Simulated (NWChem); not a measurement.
System: HgI, doublet; SMILES [I][Hg]

NWChem input:

```
start job
memory heap 200 mb stack 900 mb global 1100 mb
geometry units angstroms noautosym nocenter noautoz
  Hg     0.000000     0.000000    -1.111211
  I      0.000000     0.000000     1.714715
end
basis spherical
  * library def2-svp
end
ecp
  I library def2-ecp
  Hg library def2-ecp
end
dft
  odft
  mult 2
  xc xpbe96 cpbe96
  iterations 150
end
tddft
  cis
  nroots 8
end
task tddft energy
```

Geometry: optimised at PBE0/def2-SVP, spin-unrestricted. This spin state was assumed; another may lie lower. No stability test was run on the SCF state. def2 effective core potentials on I, Hg; no spin-orbit coupling.

Vertical excitations in the gas phase. Excited states of an open shell can be spin-contaminated.

Problem. Predict the main results of this run. (PBE/def2-SVP with def2 effective core potentials on I, Hg, spin-unrestricted, TDA.) Quantities: lowest excitation (eV); oscillator strength of that lowest state; lowest state with f > 0.02 (eV); oscillator strength of that bright state; lowest empty minus highest occupied level, either spin (eV).

Solution. 
| Property | Value |
|---|---|
| lowest excitation (eV) | 0.92 |
| oscillator strength of that lowest state | 0.000 |
| lowest state with f > 0.02 (eV) | 3.66 |
| oscillator strength of that bright state | 0.107 |
| lowest empty minus highest occupied level, either spin (eV) | 0.69 |
